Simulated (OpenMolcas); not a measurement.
Ru4+ (d4) in a complex was computed by CASSCF with the d shell active (OpenMolcas, ANO-RCC-VTZP on the metal). Its lowest spin-free states, and all those of the highest spin:

```tsv
2S+1	Degeneracy	E (cm-1)
3	3	0.0
5	2	8448
1	3	9533
1	2	10768
1	1	20611
3	2	24627
3	3	26210
3	3	27029
3	1	28381
3	1	29508
3	2	31202
1	3	33601
5	3	37341
```

**Question.** Is the site octahedral, tetrahedral or cube-like, axial, or of lower symmetry?

**Answer.** The states with 2S+1 = 5 have orbital degeneracies 2, 3. Threefold states need a cubic site. For d4 at this spin an octahedron puts the twofold E below the threefold T2 and a tetrahedron or cube puts the threefold T2 below the twofold E, so the site is octahedral. The first gap at this spin, 28900 cm-1, is |10Dq| in ligand-field theory. The run had Ru4+ with 6 ligands (fluoride) in octahedral coordination (Oh) at 1.93 Å. A charge of +0.333 e stands 3.2 Å behind each ligand. Ligand basis ANO-RCC-VDZP.

An orbital triplet at a regular site is open to Jahn-Teller coupling, which can distort the site and quench the lowest spin-orbit gaps and is left out. Without dynamic correlation the repulsion within the d shell is too large (B by tens of per cent), so at a given field states of lower spin stand too high. This shell can be high or low spin here, a state of another spin lies low, and with metal d orbitals alone active their balance is uncertain, so the ground spin may be wrong, although the usual error favours high spin. The least metal-like active orbital is 76 % on the metal (Löwdin) and no ligand orbital is active, so the numbers are rough. With metal d orbitals alone the field can be off either way by tens of per cent. Ligand-to-metal charge-transfer states are missing. With no ligand orbital active B as a rule stays too high, so bands that hang on it stand too high and its fall with covalency is understated. No measured value stands beside these numbers; the geometry is a model, was not optimised and need not be the one that this ion takes.
